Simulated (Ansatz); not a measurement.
The molecule LiO, multiplicity 2 (the spin of the measured ground state).

| level | bond energy D_e (kcal/mol) | minus CCSD(T)/def2-QZVPP |
|---|---|---|
| SVWN5/def2-TZVPP | 97.72 | 15.54 |
| PBE/def2-TZVPP | 85.70 | 3.52 |
| r2SCAN/def2-TZVPP | 83.18 | 1.00 |
| B97M-V/def2-TZVPP | 83.98 | 1.80 |
| B3LYP/def2-TZVPP | 84.36 | 2.18 |
| PBE0/def2-TZVPP | 79.30 | -2.88 |
| BHLYP/def2-TZVPP | 76.77 | -5.41 |
| CAM-B3LYP/def2-TZVPP | 85.65 | 3.47 |
| wB97X-V/def2-TZVPP | 83.18 | 1.00 |
| wB97M-V/def2-TZVPP | 85.73 | 3.55 |
| B2PLYP/def2-TZVPP | 82.19 | 0.01 |
| CCSD/aug-cc-pVTZ | 78.61 | -3.57 |
| CCSD/def2-TZVPP | 75.12 | -7.06 |
| CCSD/def2-QZVPP | 79.65 | -2.53 |
| CCSD(T)/aug-cc-pVTZ | 81.09 | -1.09 |
| CCSD(T)/def2-TZVPP | 77.13 | -5.05 |
| CCSD(T)/def2-QZVPP | 82.18 | 0.00 |

 The comparison column counts from a level with limits of its own.

The rows run from 75.12 (CCSD/def2-TZVPP) to 97.72 kcal/mol (SVWN5/def2-TZVPP). From def2-TZVPP to def2-QZVPP CCSD(T) changes by 5.05. The 11 functionals in def2-TZVPP without D3 or D4 span 20.95, from BHLYP to SVWN5.

D_e counts from the fitted minimum to each atom's lowest state at the same level, without counterpoise.

Correlated levels freeze the inner cores; with def2 sets outer-core shells near the valence are correlated too.

Run with Ansatz (Gaussian basis) for Hartree–Fock, density functionals and correlated methods. Values without a source in brackets are computed.

Ansatz is an electronic-structure program.
